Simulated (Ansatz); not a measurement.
Computed with Ansatz.

Basis-set series for Cl$_{3}$Si, SMILES `Cl[Si](Cl)Cl` radical. Charge 0, multiplicity 2. All single points use the PBE0-D4/def2-TZVP geometry.

```json
{"functional": "PBE0-D4", "basis": "def2-SVP", "functions": "72", "energy (Eh)": "-1669.10292", "HOMO (eV)": "-6.97", "LUMO (eV)": "-3.35"}
{"functional": "PBE0-D4", "basis": "def2-TZVPP", "functions": "168", "energy (Eh)": "-1669.68800", "HOMO (eV)": "-7.07", "LUMO (eV)": "-3.40"}
{"functional": "ωB97M-V", "basis": "def2-SVP", "functions": "72", "energy (Eh)": "-1669.59282", "HOMO (eV)": "-8.66", "LUMO (eV)": "-1.67"}
{"functional": "ωB97M-V", "basis": "def2-TZVPP", "functions": "168", "energy (Eh)": "-1670.17136", "HOMO (eV)": "-8.79", "LUMO (eV)": "-1.79"}
```

Give the rows for def2-QZVPP. (An estimate is asked.)

The calculation gave: 
```json
{"functional": "PBE0-D4", "basis": "def2-QZVPP", "functions": "280", "energy (Eh)": "-1669.73826", "HOMO (eV)": "-7.11", "LUMO (eV)": "-3.46"}
{"functional": "ωB97M-V", "basis": "def2-QZVPP", "functions": "280", "energy (Eh)": "-1670.21910", "HOMO (eV)": "-8.85", "LUMO (eV)": "-1.88"}
```

HOMO and LUMO are taken over both spins.
